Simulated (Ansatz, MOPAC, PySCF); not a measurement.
Noncovalent pair: H2O (SMILES O) (first 3 atoms) with SiH4 (SMILES [SiH4]); geometry from B3LYP-D3(BJ)/def2-TZVP, rigid monomers moved along the line of their centres of mass till O1···Si4 is 3.60 Å.
(charge 0, multiplicity 1):
```xyz
8

O      0.465     0.312     0.348
H      0.073    -0.470    -0.056
H     -0.118     1.042     0.110
Si    -0.292    -0.169     3.837
H     -0.681    -1.383     3.086
H     -0.655    -0.373     5.262
H     -1.047     1.002     3.336
H      1.162     0.065     3.743
```

Counterpoise-corrected where a basis set is named; no monomer relaxation. Rows marked so take none.

Correlated levels freeze the cores. CBS: X⁻³ extrapolation of the correlation energy, Hartree–Fock from the larger set. Rows in 3-21G carry no dispersion term and start afresh at each structure. The state reached by PM7 isn't checked; PM7 holds dispersion and hydrogen-bond terms.

Codes used: Ansatz (a quantum-chemistry and plane-wave program); MOPAC for PM7 (differences of heats of formation); PySCF for 3-21G rows. Each number belongs to the level named beside it.

Task: What is the computed interaction energy (PM7)?

Result: -0.8 kcal/mol

Task: What interaction energy does HF/3-21G (no counterpoise) give?

Result: -4.6 kcal/mol

Task: What is the computed interaction energy (MP2/CBS(aug-cc-pV(D+d)Z, aug-cc-pV(T+d)Z))?

Result: -1.3 kcal/mol
